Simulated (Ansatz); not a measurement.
CH7ClOSi2, SMILES `OC([SiH3])[SiH2]Cl`, 12 atoms. The species carries charge 0 and has multiplicity 1. All runs use 4 threads of a server CPU on a shared host. Correlated methods freeze the cores.

Problem. Give the basis size and wall time and peak host memory of each of these runs in Ansatz. RKS PBE0-D4/def2-TZVP relaxation (9 steps); RKS PBE-D4/def2-TZVPP energy and forces; RKS PBE0-D4/def2-SVP energy; RHF-CCSD(T)/def2-SVP energy; direct RPA on PBE orbitals/def2-TZVPP energy; RKS revPBE-D4/def2-TZVPP energy; RKS PBE0-D4/def2-QZVPP energy; RKS PBE0-D4/def2-TZVP frequencies; RKS BLYP-D4/def2-TZVPP energy; RKS PBE-QIDH (frozen core)/def2-TZVPP energy; RHF-CCSD(T)/def2-TZVPP energy; RHF-MP2/def2-QZVPP energy. (Estimate.)

Solution. Computed: Other jobs shared the machine, so times are rough.

```tsv
level	job	functions	wall time	peak host memory (GiB)
RKS PBE0-D4/def2-SVP	energy	117	1.4 s	0.26
RKS revPBE-D4/def2-TZVPP	energy	286	2.8 s	0.45
RKS BLYP-D4/def2-TZVPP	energy	286	2.8 s	0.45
RKS PBE-D4/def2-TZVPP	energy and forces	286	3.4 s	0.45
RHF-CCSD(T)/def2-SVP	energy	117	6.5 s	0.56
direct RPA on PBE orbitals/def2-TZVPP	energy	286	7.5 s	0.75
RKS PBE-QIDH (frozen core)/def2-TZVPP	energy	286	8.5 s	0.84
RKS PBE0-D4/def2-QZVPP	energy	534	14 s	2.5
RHF-MP2/def2-QZVPP	energy	534	31 s	3.9
RKS PBE0-D4/def2-TZVP	relaxation (9 steps)	215	43 s	0.66
RKS PBE0-D4/def2-TZVP	frequencies	215	3.6 min	0.68
RHF-CCSD(T)/def2-TZVPP	energy	286	4.3 min	8.1
```
